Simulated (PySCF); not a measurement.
Gas-phase reaction: 2 Ga(CH₃)₃.NH₃ ⇌ 2 Ga(CH₃)₃ + N₂H₂ + 2 H₂, at 500 K and a standard pressure of 1 bar. Level: ωB97X-V/def2-TZVP†.

Energies from PySCF, thermal terms from the rigid-rotor harmonic-oscillator model, ideal gas at 1 bar. † marks an energy on the PBE0/def2-TZVP geometry and frequencies. All species are closed-shell singlets. Ga: all electrons, no relativistic terms. Adducts (Ga(CH₃)₃.NH₃) have no counterpoise correction, and HF, PBE, BLYP, B3LYP and PBE0 lack dispersion. Methyl groups turn as free rotors in Ga(CH₃)₃. The harmonic model lacks anharmonicity and excited electronic states, which grow with temperature; levels with a mode under 35 cm⁻¹ are left out. Soft modes under 120 cm⁻¹ make the harmonic entropy rough for Ga(CH₃)₃.NH₃.

```csv
species,E (Ha),H(500 K) − E (kJ/mol),S°(500 K) (J/mol/K)
Ga(CH₃)₃.NH₃,-2101.01901,451.5,522.4
Ga(CH₃)₃,-2044.42824,327.0,423.4
N₂H₂,-110.65003,92.7,237.5
H₂,-1.17235,40.9,145.5
```
E: electronic energy; H − E holds the zero-point and thermal terms. 1 Ha = 2625.5 kJ/mol.

Problem. Work out ΔH°, ΔS°, ΔG° and log10 K from these numbers.

Solution. 1. ΔE = 2×(-2044.42824) + 1×(-110.65003) + 2×(-1.17235) − 2×(-2101.01901) = 0.18681 Ha = 490.5 kJ.
2. Δ(H − E) = 2×(327.0) + 1×(92.7) + 2×(40.9) − 2×(451.5) = -74.5 kJ, so ΔH° = 416.0 kJ.
3. ΔS° = 2×(423.4) + 1×(237.5) + 2×(145.5) − 2×(522.4) = 330.5 J/K; the number of gas molecules changes by +3.
4. ΔG° = ΔH° − TΔS° = 416.0 − 500×(330.5)/1000 = 250.8 kJ.
5. log10 K = −ΔG°/(RT ln 10) = -26.21, with RT ln 10 = 9.57 kJ/mol; at standard pressures the reactants are favoured.
6. A shift of 10 kJ in ΔE would move log10 K by 1.04 here.
For scale, ΔH°(298 K) is 421 kJ at this level, 423 kJ at ωB97M-V/def2-TZVP†, and runs from 330 to 495 kJ over the 17 levels computed.
